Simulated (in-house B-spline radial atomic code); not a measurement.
The caesium ion Cs³⁺ is squeezed into an impenetrable sphere of radius R (the orbitals vanish at R). Level of theory: Dirac-Kohn-Sham LDA VWN5, spherical fractional occupations, Fermi nucleus of rms radius 4.8041 fm; calculated with an all-electron radial atomic-structure program (B-spline basis).

Energies in eV above the free ion in [Kr] 4d10 5s2 5p4:

```csv
R (bohr),highest level (eV),[Kr] 4d10 5s2 5p4,[Ar] 3d9 4s2 4p6 4d10 4f1 5s2 5p4,[Ar] 3d10 4s2 4p5 4d10 4f1 5s2 5p4
7.54,-39.1,0.000123,735.7,173.2
6.39,-39.1,0.003415,735.7,173.2
5.49,-39.1,0.04207,735.7,173.3
3.95,-37.7,2.361,738,175.7
3.48,-35.5,7.484,742.9,180.8
2.87,-27.4,32.31,767.2,205.9
2.8,-25.7,38.19,772.9,211.9
2.22,3.26,156.9,889.9,332.6
1.61,128,825.7,1550,1012
1.37,271,1753,2469,1950
```

Does [Ar] 3d9 4s2 4p6 4d10 4f1 5s2 5p4 fall below [Kr] 4d10 5s2 5p4 under compression?

No, it stays above over the whole range.

Does [Ar] 3d10 4s2 4p5 4d10 4f1 5s2 5p4 fall below [Kr] 4d10 5s2 5p4 under compression?

No, it stays above over the whole range.

The highest level is first positive in the row R = 2.22 bohr, pushed up by confinement above the zero of the free ion's potential. Each configuration is held fixed and needn't be the lowest in the sphere.
